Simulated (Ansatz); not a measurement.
Program: Ansatz. Geometries: PBE0-D4/def2-TZVP. ΔE: electronic, gas phase. CCSD(T)/CBS adds triple-zeta CCSD(T) − MP2 to the extrapolated MP2 energy (def2 sets, frozen cores). This one scheme is used for every species. Functionals use def2-TZVPP. For Ge outer-core shells are correlated without core-valence functions, which leaves a few kJ/mol of doubt a bond. Scalar relativity is left out up to krypton. One conformer a species, not always the lowest.

Reaction (redistribution): `N[CH2][Al]([OH])[OH]` + `[SiH3][O][GeH3]` → `[OH][Al]([OH])[O][SiH3]` + `N[CH2][GeH3]`

```tsv
level	ΔE (kJ/mol)
PBE0	-115.5
SCS-MP2/def2-QZVPP	-120.8
```

**Question.** What does CCSD(T)/CBS give? (An estimate is asked.)

**Answer.** Ansatz gave: -121.6 kJ/mol. The listed levels differ from it by 6.1, 0.8 kJ/mol.

Largest T1 diagnostic among the species: 0.012.

From PBE to PBE0 (25 % exact exchange), in def2-TZVPP and without D4, ΔE moves by −5.3 kJ/mol.
